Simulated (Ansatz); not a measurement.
C3H9O2Si (SMILES CCO[SiH](C)[O]), doublet, geometry from GFN2-xTB. Base run: Ansatz (a program for electronic structure) with R2SCAN/6-31G.

Ansatz was given this input:
Ansatz 0.2 input:
```yaml
crystal:
  periodic: [false, false, false]
  atoms:
    - {symbol: C, position_ang: [2.47317110, -0.07857277, 0.06347338]}
    - {symbol: C, position_ang: [1.51180906, 0.84503276, -0.66958984]}
    - {symbol: O, position_ang: [0.28004545, 0.94346307, -0.03396095]}
    - {symbol: Si, position_ang: [-0.73283411, -0.23537493, 0.47623433]}
    - {symbol: C, position_ang: [-2.37454732, 0.32652103, -0.51431943]}
    - {symbol: O, position_ang: [-0.50364132, -1.73002408, 0.28694398]}
    - {symbol: H, position_ang: [2.04950099, -1.07721851, 0.11589481]}
    - {symbol: H, position_ang: [3.42606103, -0.11349232, -0.45692720]}
    - {symbol: H, position_ang: [2.62995402, 0.28215861, 1.07704234]}
    - {symbol: H, position_ang: [1.36052616, 0.47102324, -1.69124301]}
    - {symbol: H, position_ang: [1.92229512, 1.86064461, -0.73387580]}
    - {symbol: H, position_ang: [-1.11910659, 0.41172286, 1.74129133]}
    - {symbol: H, position_ang: [-3.19347677, -0.18698076, -0.04007009]}
    - {symbol: H, position_ang: [-2.22287851, -0.01621718, -1.52496522]}
    - {symbol: H, position_ang: [-2.46702827, 1.39821026, -0.45567658]}
basis:
  gaussian:
    orbitals: 6-31G
hamiltonian:
  xc: r2scan
magnetization: {spin_polarized: true, initial_magnetization: 1}
```

Each row names what was changed in the base input (with any setting that the change needs).

```csv
change,ΔE vs base (µEh)
base,0.0
"point_charge = charge:1.0 position_ang:-5.4104, 3.1948, -1.0478",2533
"final_grid = 4, 8, 17",-1991
fitting.mean_field = cc-pVTZ-JKFIT,-64.0
nuclear_model = gaussian,202
"final_grid = 10, 20, 41",-24.1
lower_state_search = full,0.0
lower_state_search = light,0.0
"final_grid = 14, 28, 59",3.9
forces = on,0.0
accuracy = high,11.6
```
